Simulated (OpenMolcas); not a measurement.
A calculation on neutral silicon.

```yaml
Program: OpenMolcas
Method: CASSCF
Basis: ANO-RCC-VQZP [6s5p3d2f1g]
Scalar_Hamiltonian: DKH2, point nucleus
Active_space: 4 electrons in 8 orbitals (3s 3p 4s 4p)
State_averaging: 2S+1 = 3 even, 3 roots; 2S+1 = 1 even, 6 roots; 2S+1 = 5 odd, 1 root; 2S+1 = 3 odd, 8 roots
Spin-orbit_coupling: RASSI with atomic mean-field integrals over the reference wave functions, term energies averaged over their components
```

(1) Which level of the active space comes out lowest?

(2) How high does 3s2 3p2 3P1 lie?

(3) How high does 3s 3p3 3D* 2 lie?

(4) How high does 3s2 3p2 3P2 lie?

Measured values: NIST Handbook of Basic Atomic Spectroscopic Data.

## Answers

(1) 3s2 3p2 3P0, with 100 % of that term; it is also the measured ground level.

(2) 62.1 cm-1 above the lowest level; measured 77.1 cm-1 above the ground level, so the calculation is off by -19 %.

(3) 53774 cm-1 above the lowest level.

(4) 181 cm-1 above the lowest level; measured 223 cm-1 above the ground level, so the calculation is off by -19 %.

Without dynamic correlation excited terms often stand tens of per cent too high (terms of higher spin than the ground term too low), and those without a measured partner can miss by more than the paired ones. Active for correlation alone: 4p 4s; no level in the range computed is led by a configuration that fills them, so any true level of that kind is missing. Terms of s pⁿ other than that of highest spin mix with s² pⁿ⁻² d, which this space lacks; all of them can be thousands of cm-1 off, and some have no real level of that name. Measured partners are found by configuration, term and J. A level has none where our copy of the source lacks it or the pairing is in doubt (some pairs that miss far off the trend of their configuration count as doubtful), and it then counts in no deviation. Levels of configurations outside the active space are missing.

* marks odd parity.
